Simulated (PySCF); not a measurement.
# Al⁺: excitation energy

Al⁺ [Ne] 3s2 (1S) → Al⁺ [Ne] 3p2 (3P), as a difference of total energies. All numbers are calculated (PySCF 2.14, scalar relativity by spin-free X2C-1e, in x2c-TZVPPall (5s5p3d1f, 42 functions)). Correlated levels: valence: [Ne] frozen. The calculations carry no spin-orbit coupling.

```json
{"method": "UHF", "excitation energy (cm⁻¹)": "86673"}
{"method": "MP2 (valence)", "excitation energy (cm⁻¹)": "91393"}
{"method": "SCS-MP2 (valence)", "excitation energy (cm⁻¹)": "93473"}
{"method": "CCSD (valence)", "excitation energy (cm⁻¹)": "93194"}
```

Errors of the correlated levels include the incompleteness of this basis and the frozen core.

The basis was made for the ground configuration and has no added diffuse functions, so the excitation energy can come out too high.

With two correlated electrons CCSD is exact in that space.

For comparison: 94208 cm⁻¹ (measured; NIST levels, between the centres of gravity of the two terms).
